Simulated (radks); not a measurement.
The numbers below are computed, except where a source is named.
The nuclear charge of neutral cerium is varied continuously with 58 electrons held in [Xe] 4f1 5d1 6s2. Level of theory: Dirac Kohn-Sham, LDA (Slater exchange, Perdew-Wang correlation), spin-unpolarised, spherical densities, point nucleus; open shells are shared between the two j in proportion to 2j + 1 (a radial shooting solver on a logarithmic mesh with Libxc functionals). By the Hellmann-Feynman theorem dE/dZ = E(electron-nucleus)/Z, the electronic potential at the nucleus.

Z      E (hartree)  E(electron-nucleus)/Z (hartree)   HOMO  e(HOMO) (eV)  <r> HOMO (bohr)
57.75   -8765.8567                         -369.849  5d5/2        -1.437            3.234
58      -8858.6060                         -372.144  5d5/2        -3.098            2.977
58.25   -8951.9287                         -374.437  5d5/2        -4.956            2.790
58.5    -9045.8245                         -376.730  6s1/2        -6.851            3.926
58.75   -9140.2936                         -379.023  6s1/2        -8.496            3.773
59      -9235.3362                         -381.318  6s1/2       -10.236            3.637

The central difference of E at Z = 58 is -372.144 hartree, to compare with the third column; the second derivative is -9.17 hartree.
